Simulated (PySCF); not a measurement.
## Fractional electron number in In (indium, neutral)

The 5p alpha orbital of [Kr] 4d10 5s2 5p1 is emptied in steps (occupation f), with all orbitals relaxed, ending at [Kr] 4d10 5s2. Calculation: PySCF 2.14, in x2c-TZVPall; scalar relativity by spin-free X2C-1e. The exact energy is a straight line in f; departures are measured from the line between the end points of the same method.

| f | UHF (eV) | LDA (eV) | PBE (eV) | PBE0 (eV) | r2SCAN (eV) | LC-wPBE (eV) | BHandHLYP (eV) | wB97X (eV) | BLYP (eV) | TPSS (eV) |
| --- | --- | --- | --- | --- | --- | --- | --- | --- | --- | --- |
| 1 | 0.000 | 0.000 | 0.000 | 0.000 | 0.000 | 0.000 | 0.000 | 0.000 | 0.000 | 0.000 |
| 0.9 | 0.022 | -0.262 | -0.254 | -0.185 | -0.241 | 0.005 | -0.126 | -0.020 | -0.263 | -0.245 |
| 0.7 | 0.052 | -0.615 | -0.595 | -0.431 | -0.558 | 0.013 | -0.295 | -0.049 | -0.618 | -0.574 |
| 0.5 | 0.061 | -0.736 | -0.711 | -0.512 | -0.658 | 0.020 | -0.351 | -0.061 | -0.740 | -0.684 |
| 0.3 | 0.050 | -0.621 | -0.598 | -0.428 | -0.542 | 0.020 | -0.295 | -0.055 | -0.625 | -0.574 |
| 0.1 | 0.021 | -0.267 | -0.256 | -0.182 | -0.224 | 0.011 | -0.127 | -0.025 | -0.269 | -0.245 |
| 0 | 0.000 | 0.000 | 0.000 | 0.000 | 0.000 | 0.000 | 0.000 | 0.000 | 0.000 | 0.000 |

| method | E(f=0) − E(f=1) (eV) | −ε at f=1 (eV) | −ε at f=0.5 (eV) |
| --- | --- | --- | --- |
| UHF | 5.205 | 5.457 | 5.201 |
| LDA | 5.710 | 2.810 | 5.690 |
| PBE | 5.582 | 2.768 | 5.572 |
| PBE0 | 5.614 | 3.562 | 5.622 |
| r2SCAN | 5.704 | 3.028 | 5.749 |
| LC-wPBE | 5.716 | 5.762 | 5.737 |
| BHandHLYP | 5.539 | 4.138 | 5.538 |
| wB97X | 5.500 | 5.284 | 5.482 |
| BLYP | 5.475 | 2.563 | 5.454 |
| TPSS | 5.542 | 2.822 | 5.542 |

Orbital energy along the path (eV):

```csv
f,UHF,LDA,PBE,PBE0,r2SCAN,LC-wPBE,BHandHLYP,wB97X,BLYP,TPSS
1,-5.457,-2.810,-2.768,-3.562,-3.028,-5.762,-4.138,-5.284,-2.563,-2.822
0.9,-5.404,-3.374,-3.319,-3.972,-3.570,-5.762,-4.417,-5.319,-3.129,-3.358
0.7,-5.300,-4.520,-4.437,-4.797,-4.660,-5.756,-4.976,-5.394,-4.279,-4.442
0.5,-5.201,-5.690,-5.572,-5.622,-5.749,-5.737,-5.538,-5.482,-5.454,-5.542
0.3,-5.106,-6.882,-6.719,-6.441,-6.806,-5.699,-6.100,-5.587,-6.651,-6.644
0.1,-5.015,-8.081,-7.863,-7.242,-7.759,-5.632,-6.664,-5.716,-7.860,-7.727
0,-4.972,-8.672,-8.420,-7.623,-8.064,-5.589,-6.951,-5.773,-8.465,-8.253
```

Reference removal energy between the ground levels: 5.786 eV (measured; NIST Atomic Spectra Database, ionization energies). The calculation has no spin-orbit coupling. UHF lacks correlation.
